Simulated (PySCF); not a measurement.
## Si3H6S3

Si3H6S3 is a small molecule, neutral, singlet. The structure was relaxed in the gas phase by PBE0-D3(BJ)/def2-SVP. No frequency run checks that it is a minimum.

SMILES: [SiH2]1S[SiH2]S[SiH2]S1

Coordinates in Å:
```
Si1     1.005   -0.881   -1.340
S2      0.052    0.914   -2.051
Si3    -1.408    1.245   -0.508
S4     -0.574    1.572    1.447
Si5     0.370   -0.324    1.830
S6     -0.058   -1.781    0.302
H7      1.016   -1.897   -2.426
H8      2.395   -0.554   -0.912
H9     -2.032    2.546   -0.865
H10    -2.413    0.151   -0.480
H11     1.842   -0.113    1.923
H12    -0.155   -0.903    3.096
```

Shieldings: GIAO PBE0/pcSseg-1. Shifts are against computed references at the same level: H TMS (σ 31.27 ppm), Si TMS (σ 352.0 ppm). Core levels by delta-SCF with SCAN, pcX-2 on the ionised atom and pcseg-1 elsewhere, spin-free X2C (2p3/2 is the spin-free 2p value less a third of a first-order spin-orbit splitting); from the vacuum level, for chosen atoms.

**Question.** Give the shieldings and core levels atom by atom.

**Answer.** 
```
atoms  bonded to  σ (ppm)  δ (ppm)  core level (eV)
  Si1  2 S + 2 H    360.7     -8.7     2p3/2 107.82
   S2       2 Si    701.7        -     2p3/2 168.87
  Si3  2 S + 2 H    373.6    -21.6                -
   S4       2 Si    703.5        -     2p3/2 168.90
  Si5  2 S + 2 H    360.7     -8.7     2p3/2 107.83
   S6       2 Si    749.5        -     2p3/2 169.10
   H7       1 Si    25.63     5.64                -
   H8       1 Si    25.78     5.48                -
   H9       1 Si    26.02     5.24                -
  H10       1 Si    25.63     5.64                -
  H11       1 Si    25.77     5.50                -
  H12       1 Si    25.62     5.65                -
```

Values are those of this one static structure; atoms that internal rotation interchanges would show their mean in an NMR spectrum.

**Question.** By CAM-B3LYP/def2-SVPD (TDDFT singlets, Tamm-Dancoff triplets, ionisation by delta-SCF), where does absorption start, and what does vertical ionisation take?

**Answer.** The lowest singlet lies at 5.46 eV (f 0.004), the strongest of the first 6 at 6.16 eV (f 0.018), the lowest triplet at 5.19 eV; vertical ionisation takes 9.42 eV.
